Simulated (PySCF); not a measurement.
Tc⁺ (technetium, charge +1) across methods

[Kr] 4d5 5s1, high-spin 7S determinant. All numbers are calculated (PySCF 2.14, scalar relativity through the core potential, in aug-cc-pVTZ-PP with ECP28MDF (6s6p5d3f2g, 88 functions)).

| method | E (hartree) | mean ε 4p β (eV) | mean ε 4d α (eV) | mean ε 5s α (eV) | Σ⟨r²⟩ (bohr²) | ⟨S²⟩ |
| --- | --- | --- | --- | --- | --- | --- |
| UHF | -79.64580 | -58.390 | -21.462 | -14.439 | 38.90 | 12.001 |
| r2SCAN | -80.2299 | -51.126 | -15.670 | -12.516 | 38.39 | 12.001 |
| PBE | -80.1880 | -50.478 | -15.239 | -12.223 | 38.78 | 12.000 |
| PBE0 | -80.1786 | -52.778 | -16.944 | -12.882 | 38.63 | 12.000 |
| HSE06 | -80.1769 | -52.367 | -16.518 | -12.508 | 38.67 | 12.000 |
| M06-2X | -80.0587 | -55.021 | -18.487 | -13.665 | 38.44 | 12.000 |
| LDA | -79.9889 | -50.521 | -15.315 | -12.499 | 38.88 | 12.000 |
| TPSS | -80.1554 | -50.678 | -15.215 | -12.106 | 38.74 | 12.000 |
| CAM-B3LYP | -80.1256 | -54.288 | -18.150 | -13.898 | 38.71 | 12.000 |

Energies and moments cover only the electrons outside the core potential.
